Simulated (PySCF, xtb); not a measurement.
OY, SMILES [O]=[Y] (connectivity only; charge and spin as stated), neutral, multiplicity 2.

Harmonic wavenumbers (cm⁻¹) from GFN2-xTB (xtb) at its own minimum, in rising order: 428.

Problem. What does PBE0-D3(BJ)/def2-TZVPD (PySCF) give at its own minimum? (An estimate is asked for; the answer gives what the named calculation found.)

Solution. 890. Paired by order, the mean absolute difference is 462 cm⁻¹ and the zero-point energies are 0.6 and 1.3 kcal/mol.
